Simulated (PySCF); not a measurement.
# [Y(SH)4]− at several levels of theory

Computed with PySCF 2.14.0 (density fitting, no spin-orbit coupling) at the geometry relaxed with PBE0:

```xyz
9
[Y(SH)4]− (singlet)
Y     0.0000    0.0000    0.0001
S     1.6217    1.4609    1.4500
H     2.6378    0.9048    0.7467
S    -1.6217   -1.4609    1.4500
H    -2.6378   -0.9048    0.7467
S     1.4610   -1.6218   -1.4497
H     0.9041   -2.6375   -0.7471
S    -1.4610    1.6218   -1.4497
H    -0.9041    2.6375   -0.7471
```

| level | basis | state | HOMO (eV) | gap (eV) | charge on Y1 (e) | dipole about the centre of mass (D) | largest force component (eV/Å) |
| --- | --- | --- | --- | --- | --- | --- | --- |
| PBE0 | Y def2-SVP with ECP28, S def2-SVP, H def2-SVP | singlet | -3.09 | 6.12 | 0.49 | 0.00 | 0.01 |
| PBE | the same | singlet | -1.85 | 4.28 | 0.31 | 0.00 | 0.20 |
| PBE0 | Y def2-TZVP with ECP28, S def2-TZVP, H def2-TZVP | singlet | -3.32 | 6.23 | 0.97 | 0.00 | 0.18 |

Charges are Mulliken's, which hang on the basis. The relaxation used the grid (50, 194), these runs (75, 302) or, all-electron (x2c bases, spin-free X2C Hamiltonian), (99, 590).

Problem. What does M06-L with Y def2-SVP with ECP28, S def2-SVP, H def2-SVP give here?

Solution. state singlet, HOMO (eV) -2.11, gap (eV) 5.03, charge on Y1 (e) 0.75, dipole about the centre of mass (D) 0.00, largest force component (eV/Å) 0.18. Time: 20 s on 2 threads of AMD EPYC 7R43 64-Core Processor (Zen 3), on a shared host, from an already converged density.

In the first row's basis the gap widens with exact exchange: 4.3 to 5.0 eV for PBE, M06-L (none); 6.1 eV for PBE0 (a fixed share).

No frequency check is given that shows the relaxed geometry to be a minimum.
